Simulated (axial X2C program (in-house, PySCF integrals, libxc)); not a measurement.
Spectroscopic constants of OsBr in the non-relativistic limit (speed of light times 100)

All values were computed with an in-house relativistic program for diatomic molecules. The Hamiltonian is the X2C one with the speed of light multiplied by 100, which is the non-relativistic limit. Basis: Os dyall-v2z [10s9p7d5f], Br dyall-v2z [7s7p4d] (cores contracted in-house); Gaussian nuclei, density fitting, unrestricted open shells. Masses: Os 191.961 u, Br 78.918 u.

The run was started with this input:
```json
{"zs": [76, 35], "q": 0, "bas": ["dyall-v2z", "dyall-v2z"], "levels": ["PBE0", "HF", "PBEsol", "PBE"], "cc": false, "r0": 2.43, "npts": 10, "nst": 2, "ntry": 6, "opt": {"cfac": 100}}
```
```bash
python so2c.py task.json out
```

Keys: zs atomic numbers; q charge; bas basis sets; levels methods; cc coupled cluster on or off; r0 starting distance in Å; npts points on the curve; nst determinants followed; ntry starts of the search; cfac factor on the speed of light (100 gives the non-relativistic limit). HF also brings MP2.

State, non-rel.: M_S = 3/2, Λ = 3 (beyond evenly filled blocks: σα, π+α, π+β, π-α, δ+α, δ+β, δ-α); electrons by block: σα: 21, σβ: 20, π+α: 12, π+β: 12, π-α: 12, π-β: 11, δ+α: 5, δ+β: 5, δ-α: 5, δ-β: 4, φ+α: 1, φ+β: 1, φ-α: 1, φ-β: 1. Fragments: Os + Br.

```csv
Hamiltonian,level,Re (Å),ωe (cm⁻¹),ωexe (cm⁻¹),Be (cm⁻¹),αe (cm⁻¹),De (eV),k (mdyn/Å),μ (D)
non-rel.,PBE0,2.453,228.7,0.499,0.05011,0.000159,3.28,1.72,-4.64
non-rel.,HF,2.611,195.7,0.396,0.0442,0.000131,2.22,1.26,-7.30
non-rel.,MP2,2.491,221.1,0.38,0.0486,0.000132,3.04,1.61,n/a
non-rel.,PBEsol,2.401,245.2,0.593,0.05228,0.000172,3.75,1.98,-3.39
non-rel.,PBE,2.434,232.6,0.572,0.05087,0.000171,3.43,1.78,-3.54
```

Correlated methods: 15 electrons correlated (number of frozen shells: Os 5 s, 4 p, 2 d, 1 f; Br 3 s, 2 p, 1 d), 165 virtual spin orbitals or spinors in MP2.

Dipoles are positive if Br is the positive end.

The state is one determinant whose occupation by symmetry is held fixed; it was picked as the lowest of a PBE0 search that is not exhaustive. De is counted from the lowest determinant-based energies of the atoms at the same level, without counterpoise correction. Other states lie close and PBE0, whose exact exchange favours high spin, may order them wrongly; the determinant shown need not be the ground state. The nearest other spin-free determinant of the search, M_S = 3/2, Λ = 0, lies 0.08 eV up at the distance of the search. The functionals have no current-density term, which raises determinants with orbital currents, atoms included. At some level and bond length an empty orbital lies below a filled one.

Rough cost a point (non-rel.) on 1 thread(s) of a shared host, integrals apart: PBE0 0.8 s, HF 0.5 s, PBEsol 0.4 s, PBE 0.4 s.
